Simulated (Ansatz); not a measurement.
`C=C([SiH3])CCl`, relaxed with RKS PBE-D4/def2-SVP in the Gaussian-basis code of Ansatz from a rough embedded geometry. The force threshold is 0.03 eV/Å; the program also tests the step.

Total charge 0; spin multiplicity 1.

Start:

```xyz
12

C    -1.332   -0.155   -0.861
C    -0.300   -0.058   -0.110
Si    1.431   -0.013   -0.814
C    -0.404    0.018    1.442
Cl   -0.307    1.635    2.006
H    -1.315   -0.178   -1.995
H    -2.381   -0.182   -0.477
H     1.507   -0.768   -2.007
H     1.795    1.385   -1.052
H     2.358   -0.595    0.234
H     0.342   -0.656    1.891
H    -1.393   -0.433    1.742
```

| step | energy (eV) | largest force (eV/Å) | largest move (Å) |
| --- | --- | --- | --- |
| 1 | -23601.8291 | 3.950 | 0.000 |
| 2 | -23602.2138 | 1.793 | 0.127 |
| 3 | -23602.2771 | 0.803 | 0.171 |
| 4 | -23602.3156 | 0.612 | 0.134 |
| 5 | -23602.3345 | 0.419 | 0.200 |
| 6 | -23602.3490 | 0.122 | 0.070 |
| 7 | -23602.3504 | 0.049 | 0.022 |
| 8 | -23602.3508 | 0.048 | 0.021 |
| 9 | -23602.3510 | 0.027 | 0.011 |

End:

```xyz
12

C    -1.365   -0.339   -0.884
C    -0.314   -0.095   -0.072
Si    1.438    0.099   -0.776
C    -0.507    0.025    1.413
Cl    0.242    1.552    2.057
H    -1.245   -0.476   -1.971
H    -2.395   -0.419   -0.489
H     1.457   -0.513   -2.150
H     1.843    1.541   -0.886
H     2.427   -0.616    0.106
H    -0.003   -0.801    1.954
H    -1.577    0.041    1.700
```

Hardware: 4 threads of an AMD EPYC 7R43 on a shared host. Wall time 15 s, peak host memory 0.17 GiB.
